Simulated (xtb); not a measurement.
xtb input (GFN2-xTB):

```bash
xtb mol.xyz --gfn 2 --sp --chrg -1 --uhf 0
```
mol.xyz:
```
5

Si    -1.22642449     0.14488433    -0.11447242
Si     1.04615776    -0.03891288     0.09637614
H     -1.33252775    -1.34769541     0.16846289
H      1.88994139    -1.26355740     0.04016098
H      1.96632046     1.12765250     0.04472403
```

End of the output:

```
         :::::::::::::::::::::::::::::::::::::::::::::::::::::
         ::                     SUMMARY                     ::
         :::::::::::::::::::::::::::::::::::::::::::::::::::::
         :: total energy              -5.026898862937 Eh    ::
         :: gradient norm              0.086949508616 Eh/a0 ::
         :: HOMO-LUMO gap              1.206955883171 eV    ::
         ::.................................................::
         :: SCC energy                -5.056094933246 Eh    ::
         :: -> isotropic ES            0.111771275577 Eh    ::
         :: -> anisotropic ES         -0.004591044147 Eh    ::
         :: -> anisotropic XC         -0.006533618561 Eh    ::
         :: -> dispersion             -0.005135972022 Eh    ::
         :: repulsion energy           0.029196070309 Eh    ::
         :: add. restraining           0.000000000000 Eh    ::
         :: total charge              -1.000000000000 e     ::
         :::::::::::::::::::::::::::::::::::::::::::::::::::::

           -------------------------------------------------
          |                Property Printout                |
           -------------------------------------------------

    * Orbital Energies and Occupations

         #    Occupation            Energy/Eh            Energy/eV
      -------------------------------------------------------------
         1        2.0000           -0.4200988             -11.4315
         2        2.0000           -0.3087524              -8.4016
         3        2.0000           -0.2087793              -5.6812
         4        2.0000           -0.1442508              -3.9253
         5        2.0000           -0.0959533              -2.6110
         6        2.0000           -0.0482397              -1.3127 (HOMO)
         7                         -0.0038849              -0.1057 (LUMO)
         8                          0.0463747               1.2619
         9                          0.0951741               2.5898
        10                          0.1114502               3.0327
Note: The following floating-point exceptions are signalling: IEEE_UNDERFLOW_FLAG IEEE_DENORMAL
normal termination of xtb
        11                          0.1259049               3.4260
        12                          0.1744138               4.7460
        13                          0.1863125               5.0698
        14                          0.2219222               6.0388
        15                          0.2343512               6.3770
        16                          0.2646233               7.2008
        17                          0.2999854               8.1630
       ...                                ...                  ...
        21                          1.1144034              30.3245
      -------------------------------------------------------------
                  HL-Gap            0.0443548 Eh            1.2070 eV
             Fermi-level           -0.0260623 Eh           -0.7092 eV

     #   Z          covCN         q      C6AA      α(0)
     1  14 Si       1.845    -0.158   212.935    31.011
     2  14 Si       2.771     0.027   197.063    30.824
     3   1 H        0.896    -0.299    22.413     7.408
     4   1 H        0.911    -0.246    15.019     6.062
     5   1 H        0.911    -0.324    27.226     8.162

 Mol. C6AA /au·bohr⁶  :       1770.012675
 Mol. C8AA /au·bohr⁸  :      83258.989810
 Mol. α(0) /au        :         83.467015

Wiberg/Mayer (AO) data.
largest (>0.10) Wiberg bond orders for each atom

 ---------------------------------------------------------------------------
     #   Z sym  total        # sym  WBO       # sym  WBO       # sym  WBO
 ---------------------------------------------------------------------------
     1  14 Si   3.047 --     2 Si   2.075     3 H    0.889
     2  14 Si   3.765 --     1 Si   2.075     4 H    0.853     5 H    0.817
     3   1 H    0.911 --     1 Si   0.889
     4   1 H    0.940 --     2 Si   0.853
     5   1 H    0.895 --     2 Si   0.817
 ---------------------------------------------------------------------------

Topologies differ in total number of bonds
Writing topology from bond orders to xtbtopo.mol

molecular dipole:
                 x           y           z       tot (Debye)
 q only:       -0.910       0.612      -0.102
   full:        0.438      -0.112       0.003       1.149
molecular quadrupole (traceless):
                xx          xy          yy          xz          yz          zz
 q only:       -7.816      -3.434       0.322       0.002       0.356       7.494
  q+dip:       -6.378      -1.930       0.994      -0.331       0.273       5.384
   full:       -8.881       0.625       2.352      -0.805       0.503       6.528

           -------------------------------------------------
          | TOTAL ENERGY               -5.026898862937 Eh   |
          | GRADIENT NORM               0.086949508616 Eh/α |
          | HOMO-LUMO GAP               1.206955883171 eV   |
           -------------------------------------------------

------------------------------------------------------------------------
------------------------------------------------------------------------
 total:
 SCF:
```

This state (charge -1, singlet) is run at the relaxed geometry of the species with charge 0 and multiplicity 2.
